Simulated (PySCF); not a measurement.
(Z)-1,2,3,3,3-pentafluoropropene, C₃HF₅.
InChI=1S/C3HF5/c4-1-2(5)3(6,7)8/h1H/b2-1-

Level of theory: PySCF 2.14.0, density-fitted response routines, TDDFT PBE0/def2-SVPD, vertical, gas phase, core orbitals frozen in the response. Isolated species at its PBE0-D3(BJ)/def2-SVP geometry, gas phase. Torsions of this conformer, `[F:1]/[CH:2]=[C:3](\[F:4])[C:5]([F:6])([F:7])[F:8]`: C2–C3–C5–F6 119°.

Question: List the vertical singlet excitations with oscillator strengths and describe the spectrum.

Answer: 

| state | E (eV) | E (hartree) | f | \|μ\| (D) | symmetry | main configurations (H = HOMO, L = LUMO) |
| --- | --- | --- | --- | --- | --- | --- |
| S1 | 7.00 | 0.2574 | 0.013 | 0.70 | A″ | H→L+1 (94%) |
| S2 | 7.57 | 0.2783 | 0.377 | 3.62 | A′ | H→L (96%) |
| S3 | 8.30 | 0.3050 | 0.010 | 0.57 | A″ | H→L+2 (90%) |
| S4 | 8.61 | 0.3164 | 0.0007 | 0.15 | – | H-1→L (96%) |
| S5 | 8.81 | 0.3236 | 0.0040 | 0.35 | A″ | H→L+3 (92%) |
| S6 | 9.33 | 0.3429 | 0.0061 | 0.41 | A″ | H→L+5 (84%) |
| S7 | 9.75 | 0.3582 | 0.019 | 0.72 | A′ | H→L+4 (94%) |
| S8 | 9.80 | 0.3601 | 0.0092 | 0.50 | A″ | H-2→L (90%) |
| S9 | 9.96 | 0.3661 | 0.0000 | 0.01 | – | H→L+6 (95%) |
| S10 | 9.98 | 0.3667 | 0.0034 | 0.30 | A′ | H-1→L+1 (91%) |

Triplets, Tamm–Dancoff:

```
state  E (eV)  λ (nm)  main configurations (H = HOMO, L = LUMO)
   T1    4.29   288.8                                 H→L (97%)
   T2    6.54   189.6                               H→L+1 (88%)
   T3    8.14   152.4                               H→L+2 (83%)
   T4    8.20   151.3                               H-1→L (96%)
```

The lowest singlet comes at 177 nm (676 kJ/mol) in the vacuum ultraviolet; it is weak; its leading configuration is HOMO→LUMO+1 (94%). The most intense listed level is S2 at 7.57 eV (164 nm, f = 0.377), 0.57 eV above S1. Löwdin shares by element: HOMO carbon 62% or more, fluorine 29% or more; LUMO carbon 63% or more, fluorine 17% or more (atoms not listed hold the other 20%). The listed states span 2.97 eV, and the widest gap between neighbours is 0.73 eV (S2 to S3). The oscillator strengths of these states sum to 0.442; summed over the whole spectrum of an exact calculation they would give the number of electrons, 64 (Thomas–Reiche–Kuhn). Weighted by f, the mean energy of these states is 7.77 eV. The vertical ionisation energy (ΔSCF) is 10.94 eV, 0.96 eV above S10. Symmetry labels in Cs follow from the direction of the transition dipole and are given only for states with f of 0.002 or more. The window holds the lowest 10 singlets.

The run took 44 s on one thread of an Arm Neoverse V1, shared host, and the process peaked at 0.85 GiB of memory.
